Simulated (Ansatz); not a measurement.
cyclo-(H2GeO)2 (Ge2O2H4). Total charge 0; singlet. Geometry PBE-D4/def2-SVP, basis def2-TZVP, Ansatz.

Cartesian coordinates in Å:
```
Ge 0.3651 -1.2564 -0.0373
H 0.9619 -2.0043 1.1852
H 0.2425 -2.1399 -1.3079
O -1.1798 -0.3535 0.3595
Ge -0.3651 1.2564 0.0372
H -0.2424 2.1395 1.3081
H -0.9619 2.0047 -1.1851
O 1.1797 0.3535 -0.3598
```

```json
{"run": "A", "HOMO (eV)": "-7.57", "LUMO (eV)": "-1.17"}
{"run": "B", "HOMO (eV)": "-7.92", "LUMO (eV)": "-1.16"}
{"run": "C", "HOMO (eV)": "-8.14", "LUMO (eV)": "-0.90"}
{"run": "D", "HOMO (eV)": "-6.78", "LUMO (eV)": "-2.09"}
{"run": "E", "HOMO (eV)": "-9.53", "LUMO (eV)": "0.08"}
{"run": "F", "HOMO (eV)": "-6.68", "LUMO (eV)": "-1.78"}
```

B3LYP takes the VWN-RPA correlation.

Q: The runs used B3LYP, CAM-B3LYP, LDA (SPW92), PBE, PBE0, r2SCANh. Estimate which is which.

A: A r2SCANh (10 % exact exchange); B B3LYP (20 % exact exchange); C PBE0 (25 % exact exchange); D LDA (SPW92) (0 % exact exchange); E CAM-B3LYP (range-separated); F PBE (0 % exact exchange). Exact exchange lowers occupied and raises empty levels; among semilocal functionals meta-GGAs tend to open the gap a little, and such runs are hard to tell apart. The gap grows from 4.69 eV (LDA (SPW92)) to 9.61 eV (CAM-B3LYP).
